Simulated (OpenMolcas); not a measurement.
Cr III: effect of the level shift or regulariser

```json
{
 "Program": "OpenMolcas",
 "Basis": "ANO-RCC-VQZP [7s6p4d3f2g1h]",
 "Scalar Hamiltonian": "DKH2, point nucleus",
 "Active space": "4 electrons in 10 orbitals (3d 4d)",
 "State averaging": "2S+1 = 5 even, 5 roots; 2S+1 = 3 even, 45 roots; 2S+1 = 1 even, 44 roots",
 "Spin-orbit coupling": "RASSI with atomic mean-field integrals over the reference wave functions, term energies averaged over their components"
}
```

Methods on the same reference wave functions:
A. CASSCF
B. MS-CASPT2, IPEA 0.25 Eh, imaginary shift 0.1 Eh (closed shells correlated: 3s 3p)
C. MS-CASPT2, IPEA 0.25 Eh, sigma2 regulariser 0.3 Eh (closed shells correlated: 3s 3p)

Energies in eV above 3d⁴ ⁵D₀, the measured ground level; measured values from Sugar and Corliss, J. Phys. Chem. Ref. Data 6, 317 (1977).

```tsv
Level	A	B	C	Measured
3d⁴ ⁵D₀	0.0000	0.0000	0.0000	0.0000
3d⁴ ⁵D₁	0.0084	0.0085	0.0085	0.0077
3d⁴ ⁵D₂	0.0249	0.0251	0.0251	0.0227
3d⁴ ⁵D₃	0.0490	0.0493	0.0493	0.0442
3d⁴ ⁵D₄	0.0802	0.0804	0.0804	0.0714
3d⁴ ³H₄	2.3680	2.150	2.150	2.1417
3d⁴ ³H₅	2.3865	2.169	2.169	2.1569
3d⁴ ³H₆	2.4077	2.191	2.191	2.1735
3d⁴ ³P₀(1)	2.5519	2.079	2.085	2.0794
3d⁴ ³P₁(1)	2.6011	2.129	2.136	2.1286
3d⁴ ³P₂(1)	2.6910	2.219	2.226	2.2133
3d⁴ ³F₂(1)	2.7202	2.309	2.311	2.2877
3d⁴ ³F₃(1)	2.7280	2.317	2.320	2.2951
3d⁴ ³F₄(1)	2.7396	2.329	2.331	2.3040
3d⁴ ³G₃	2.9870	2.599	2.599	2.5669
3d⁴ ³G₄	3.0094	2.622	2.622	2.5854
3d⁴ ³G₅	3.0300	2.643	2.644	2.6032
3d⁴ ¹I₆	3.5696	3.272	3.272	3.2254
3d⁴ ¹G₄(1)	3.7421	3.215	3.216	3.1168
3d⁴ ³D₃	3.8855	3.247	3.249	3.1897
3d⁴ ³D₂	3.8914	3.253	3.255	3.1964
3d⁴ ³D₁	3.8976	3.259	3.261	3.2048
3d⁴ ¹S₀	4.3543	3.487	3.487	3.3937
3d⁴ ¹D₂	4.6750	4.082	4.092	3.9863
```

Deviations, from unrounded energies. A percentage is the sum of absolute deviations over the sum of measured energies, with the sign that they share, or ± where signs differ.

```csv
Against measurement,Levels,A,B,C
mean absolute deviation (cm-1),23,3300,260,270
fine structure of the ground term (%),4,+11.2,+11.8,+11.8
other terms of the ground configuration (%),19,+18.5,±1.4,+1.5
```

B, C lie about equally close to measurement and A furthest from it. The largest miss of B in the table is 3d⁴ ¹G₄(1), by +800 cm-1. The ranking rests on the paired levels alone, and a cruder setting can come out closer through cancelling errors.

Between B and C the level of the table that moves most is 3d⁴ ¹D₂, by 79 cm-1 (lowest in B, highest in C). Moves below CASPT2's spread within the term are not significant.

The mean deviations of B to C differ by less than CASPT2's widest spread within a term (950 cm-1), so their order carries little weight.

From A to B the spin-free energies of the other terms of 3d⁴ shown, above ⁵D, scale by factors of 0.80 to 0.92, as is usual when dynamic correlation screens the repulsion within a d or f shell.

The lowest spin-free term lies below A's lowest term by 0.404 hartree in B, 0.404 hartree in C.

CASPT2 breaks the degeneracy within a term, and the mean is taken; among the terms shown or strongly mixed into the levels shown the widest spread is 950 cm-1 (3d⁴ ¹I, C). Active for correlation alone: 4d; no level in the range computed is led by a configuration that fills it, so any true level of that kind is missing. The CASPT2 spread within a term exceeds the gap to the next term for 3d⁴ ³P(1) and 3d⁴ ³H, 3d⁴ ³D and 3d⁴ ¹I, so the order of their levels is uncertain (figures for B; the like holds for C). Without dynamic correlation excited terms often stand tens of per cent too high (terms of higher spin than the ground term too low), and those without a measured partner can miss by more than the paired ones (holds for A). Measured partners are found by configuration, term and J. A level has none where our copy of the source lacks it or the pairing is in doubt (some pairs that miss far off the trend of their configuration count as doubtful), and it then counts in no deviation. Levels of configurations outside the active space are missing. Levels that lie high or do not pair safely by name in every column are left out.

A number in round brackets counts repeated terms of one configuration in the order of the reference energies.
